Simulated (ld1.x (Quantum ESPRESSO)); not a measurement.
## fluorine (F): one change to a PAW potential, before and after

ld1.x (Quantum ESPRESSO) 7.5 input, shortened:

```
&input
   title='F', zed=9., rel=1, dft='PBE', iswitch=3,
   config='[He] 2s2 2p3'
 /
 &inputp
   pseudotype=3, lpaw=.true., tm=.true., lloc=-2, rcloc=1.10,
   nlcc=.true.,
   which_augfun='PSQ', rmatch_augfun_nc=.true.
 /
4
2S  1  0   2.00   0.00  0.55  0.75  0.0
2S  1  0   0.00  -4.70  0.55  0.75  0.0
2P  2  1   3.00   0.00  1.10  1.20  0.0
2P  2  1   0.00  -3.15  1.10  1.20  0.0
 &test
   configts(1)='2s2 2p3'
 /
```

All-electron outer shells of the reference configuration (PBE, scalar-relativistic, ld1.x):

| shell | level (eV) | outermost node (bohr) | outermost maximum (bohr) |
| --- | --- | --- | --- |
| 2s | -67.99 | 0.24 | 0.73 |
| 2p | -49.00 | – | 0.66 |

Change: local potential all-electron potential smoothed inside 0.44 bohr (lloc = -2).

Cutoffs: the cutoffs (Ry, on a coarse ladder) from which the occupation-weighted sum of valence levels, in a spherical-Bessel basis at the reference potential, stays within 10 and 1 mRy of its value at 400 Ry; they do not see the model core or the augmentation charge, which bear on the density cutoff. Errors are all-electron minus pseudo energies relative to the spin-unpolarised reference configuration.

Problem. How do hardness, ghosts and transferability respond?

Solution. The potential gets neither clearly harder nor softer (55 Ry and 110 Ry → 55 Ry and 110 Ry); of the 7 tests that both files solve, the error grows in 0 and shrinks in 7 by more than 15 % and 0.3 meV (median size 19.6 → 3.2 meV); neither file shows a bound ghost.

```csv
quantity,base,changed
"cutoff, loose",55 Ry,55 Ry
"cutoff, tight",110 Ry,110 Ry
bound ghosts,none,none
"error for 2s2 2p5, meV [ΔE -57.78 eV]",-20,+6.9
"error for 2s2 2p4, meV [ΔE -38.38 eV]",-8.7,+3.2
"error for 2s2 2p2, meV [ΔE 60.64 eV]",-19,0.0
"error for 2s2 2p5.3, meV [ΔE -60.44 eV]",-21,+7.9
"error for 2s2 2p1, meV [ΔE 146.44 eV]",-58,+11
"error for 2s1 2p5, meV [ΔE -19.28 eV]",-15,-0.3
"error for 2s1 2p6, meV [ΔE -38.96 eV]",-28,+1.3
s: phases at 1.30 bohr within 0.05 rad from the reference energy up to (Ry; the scan ends near 5),to the end of the scan,to the end of the scan
p: phases at 1.30 bohr within 0.05 rad from the reference energy up to (Ry; the scan ends near 5),4.1,to the end of the scan
lowest overlap eigenvalue by channel,"s 0.57, p 0.86","s 0.52, p 0.92"
```
